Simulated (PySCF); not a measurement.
Rb: ionisation energy

Rb [Kr] 5s1 (2S) → Rb+ [Kr] (1S), as a difference of total energies. Calculation: PySCF 2.14, in ANO-RCC-VTZP (7s6p3d1f, 47 functions); scalar relativity by spin-free X2C-1e. Correlated levels: valence and next inner shell: [Ar] 3d10 frozen. The calculations carry no spin-orbit coupling.

```csv
method,ionisation energy (eV)
UHF,3.802
LDA,4.405
PBE,4.290
PBE0,4.207
r2SCAN,4.090
wB97M-V,4.042
B97-3,3.991
M06-L,3.505
MN15,4.079
MP2 (valence and next inner shell),4.093
SCS-MP2 (valence and next inner shell),4.031
```

Errors of the correlated levels include the incompleteness of this basis and the frozen core.

Problem. Which method comes closest to the reference value, and which is furthest?

Solution. The reference is 4.177 eV (measured; NIST Atomic Spectra Database, ionization energies). Closest: PBE0 (error 0.030 eV); furthest: M06-L (error -0.672 eV).
